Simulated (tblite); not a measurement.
Compound: C4H9FOSi.
SMILES with atom numbers: `[CH3:1][O:2][Si@@H:3]1[CH2:4][CH2:5][C@H:6]1[F:7]` (hydrogens: H8, H9, H10 on C1; H11 on Si3; H12, H13 on C4; H14, H15 on C5; H16 on C6)

Computed with GFN2-xTB (tblite), gas phase: L-BFGS steps from a force-field or distance-geometry start until the largest atomic force falls under 0.01 eV/Å.

Step 36: E = -644.7177 eV
```
atom  x, y, z in Å  |  force x, y, z in eV/Å
C1      2.7639   -0.1140   -0.0022    0.007   0.028  -0.036
O2      1.4664    0.2500   -0.3903    0.098   0.019   0.035
Si3     0.2047    0.6607    0.5357    0.021  -0.010  -0.052
C4     -0.9282   -0.7548    1.1566    0.008   0.015  -0.050
C5     -1.8743   -0.5441   -0.0466   -0.016   0.006   0.012
C6     -1.3393    0.7895   -0.5910   -0.033  -0.027   0.033
F7     -2.1418    1.8485   -0.1776   -0.038  -0.059  -0.083
H8      2.7345   -0.8888    0.7664    0.043   0.032  -0.030
H9      3.3075    0.7533    0.3820   -0.075  -0.033   0.036
H10     3.2855   -0.4887   -0.8843   -0.050  -0.025   0.024
H11     0.4454    1.7676    1.4544    0.043   0.001   0.005
H12    -1.4234   -0.5409    2.1019    0.000  -0.056  -0.049
H13    -0.5289   -1.7657    1.2080   -0.007   0.007   0.044
H14    -2.9274   -0.4908    0.2211   -0.022   0.033   0.025
H15    -1.7451   -1.3228   -0.7972   -0.016   0.006   0.042
H16    -1.3072    0.8499   -1.6808    0.036   0.064   0.044
```

Step 37: E = -644.7197 eV
```
atom  x, y, z in Å  |  force x, y, z in eV/Å
C1      2.7623   -0.1089   -0.0051    0.017  -0.008  -0.013
O2      1.4664    0.2621   -0.3871    0.068   0.017   0.024
Si3     0.2041    0.6618    0.5431   -0.002   0.016  -0.062
C4     -0.9288   -0.7562    1.1602   -0.023   0.004  -0.071
C5     -1.8762   -0.5437   -0.0430   -0.021   0.015  -0.011
C6     -1.3353    0.7867   -0.5923   -0.034  -0.020   0.031
F7     -2.1421    1.8490   -0.1965   -0.035  -0.058  -0.064
H8      2.7317   -0.8886    0.7570    0.034   0.013   0.024
H9      3.3119    0.7519    0.3834   -0.067  -0.018   0.029
H10     3.2796   -0.4878   -0.8865   -0.030  -0.002  -0.029
H11     0.4499    1.7671    1.4634    0.030  -0.009   0.003
H12    -1.4279   -0.5523    2.1062    0.026  -0.046  -0.058
H13    -0.5249   -1.7662    1.2049   -0.015   0.014   0.045
H14    -2.9302   -0.4833    0.2237    0.014   0.037   0.039
H15    -1.7551   -1.3254   -0.7922   -0.003   0.008   0.047
H16    -1.2932    0.8427   -1.6829    0.039   0.037   0.065
```

Step 38: E = -644.7213 eV
```
atom  x, y, z in Å  |  force x, y, z in eV/Å
C1      2.7631   -0.1054   -0.0078    0.020  -0.035   0.012
O2      1.4690    0.2751   -0.3812    0.024   0.013   0.003
Si3     0.2033    0.6637    0.5486   -0.016   0.028  -0.049
C4     -0.9294   -0.7574    1.1615   -0.031  -0.009  -0.063
C5     -1.8785   -0.5432   -0.0401   -0.021   0.016  -0.026
C6     -1.3326    0.7835   -0.5933   -0.026   0.001   0.015
F7     -2.1431    1.8480   -0.2136   -0.041  -0.040  -0.037
H8      2.7325   -0.8890    0.7492    0.022  -0.009   0.060
H9      3.3187    0.7487    0.3848   -0.044   0.004   0.020
H10     3.2730   -0.4872   -0.8911   -0.009   0.019  -0.060
H11     0.4488    1.7676    1.4719    0.019  -0.022  -0.004
H12    -1.4311   -0.5623    2.1077    0.037  -0.024  -0.048
H13    -0.5232   -1.7665    1.2033   -0.012   0.012   0.032
H14    -2.9322   -0.4753    0.2272    0.032   0.036   0.047
H15    -1.7645   -1.3278   -0.7869    0.001   0.000   0.035
H16    -1.2816    0.8363   -1.6839    0.044   0.010   0.062
```

Step 39: E = -644.7225 eV
```
atom  x, y, z in Å  |  force x, y, z in eV/Å
C1      2.7641   -0.1031   -0.0104    0.016  -0.047   0.028
O2      1.4716    0.2879   -0.3747   -0.015   0.004  -0.012
Si3     0.2020    0.6664    0.5537   -0.017   0.027  -0.024
C4     -0.9303   -0.7584    1.1615   -0.015  -0.016  -0.037
C5     -1.8807   -0.5420   -0.0376   -0.016   0.011  -0.028
C6     -1.3297    0.7804   -0.5943   -0.017   0.025  -0.004
F7     -2.1437    1.8474   -0.2320   -0.051  -0.020  -0.015
H8      2.7337   -0.8901    0.7426    0.011  -0.024   0.071
H9      3.3247    0.7451    0.3858   -0.015   0.020   0.012
H10     3.2656   -0.4854   -0.8982    0.005   0.033  -0.062
H11     0.4437    1.7675    1.4825    0.014  -0.031  -0.013
H12    -1.4326   -0.5721    2.1087    0.035   0.001  -0.029
H13    -0.5217   -1.7667    1.2015   -0.006   0.005   0.013
H14    -2.9332   -0.4662    0.2323    0.031   0.032   0.048
H15    -1.7732   -1.3298   -0.7810   -0.005  -0.012   0.011
H16    -1.2680    0.8280   -1.6842    0.045  -0.007   0.043
```

Question: Estimate the geometry and energy of step 40. (The exact step hangs on the optimiser's Hessian estimate; all steps are aligned on step 39, rigid shifts and turns removed.)

Answer: E = -644.7236 eV, largest force 0.064 eV/Å
```
atom  x, y, z in Å  |  force x, y, z in eV/Å
C1      2.7638   -0.1018   -0.0129    0.005  -0.040   0.034
O2      1.4723    0.2992   -0.3695   -0.040  -0.010  -0.018
Si3     0.2002    0.6692    0.5587   -0.012   0.015   0.002
C4     -0.9311   -0.7597    1.1612    0.017  -0.014  -0.008
C5     -1.8827   -0.5401   -0.0352   -0.005   0.002  -0.019
C6     -1.3264    0.7783   -0.5951   -0.009   0.039  -0.016
F7     -2.1441    1.8478   -0.2522   -0.059  -0.006   0.000
H8      2.7333   -0.8916    0.7374    0.006  -0.027   0.058
H9      3.3274    0.7425    0.3863    0.011   0.023   0.006
H10     3.2580   -0.4819   -0.9061    0.011   0.039  -0.043
H11     0.4383    1.7656    1.4944    0.012  -0.031  -0.019
H12    -1.4321   -0.5820    2.1101    0.026   0.023  -0.013
H13    -0.5195   -1.7667    1.1988   -0.003  -0.005  -0.008
H14    -2.9330   -0.4563    0.2386    0.018   0.027   0.045
H15    -1.7808   -1.3312   -0.7745   -0.018  -0.022  -0.016
H16    -1.2513    0.8178   -1.6838    0.039  -0.014   0.014
```

The energy changes by -0.0011 eV. The first-order estimate −F·Δx gives -0.0015 eV and the mean of the old and new forces, exact on a quadratic surface, -0.0011 eV. The step makes an angle of 79° with the force vector and moves no atom by more than 0.020 Å.

What follows is the cost of the whole relaxation. Hardware: an Intel Xeon at 2.50 GHz with one thread, no GPU, shared host. Cost: 2.5 s of wall time.
